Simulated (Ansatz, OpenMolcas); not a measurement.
## AlPNH4OF (SMILES [NH2][Al]([F])[PH]O): methods side by side

AlPNH4OF has 9 atoms, charge 0, and is taken as a singlet. SMILES: `[NH2][Al]([F])[PH]O`. The coordinates come from a PBE0-D4/def2-TZVP relaxation. This is one conformer, not always the lowest.

Each level gives the vertical ionisation energy (to the doublet cation) (eV). The values are calculated.

| level | kind | program | value (eV) | CPU time (all runs) |
| --- | --- | --- | --- | --- |
| BLYP/def2-SVP | GGA | Ansatz | 8.38 | 34 s |
| PBE/def2-SVP | GGA | Ansatz | 8.55 | 34 s |
| M06-L/def2-SVP | meta-GGA | OpenMolcas | 8.79 | 5.7 min |
| B3LYP/def2-SVP | global hybrid | OpenMolcas | 8.87 | 2.2 min |
| CAM-B3LYP/def2-SVP | range-separated hybrid | Ansatz | 9.04 | 50 s |
| wB97X/def2-SVP | range-separated hybrid | Ansatz | 9.11 | 2.9 min |
| B2PLYP/def2-SVP | double hybrid | Ansatz | 8.87 | 55 s |
| MP2/def2-SVP | perturbation theory | Ansatz | 8.78 | 13 s |

The values span 8.38 to 9.11 eV. The second state's dipole differs much between rows, so they may not all be the same state. Times are those of the runs behind each value, whatever else they computed, on shared processors of several kinds: orders of magnitude only.
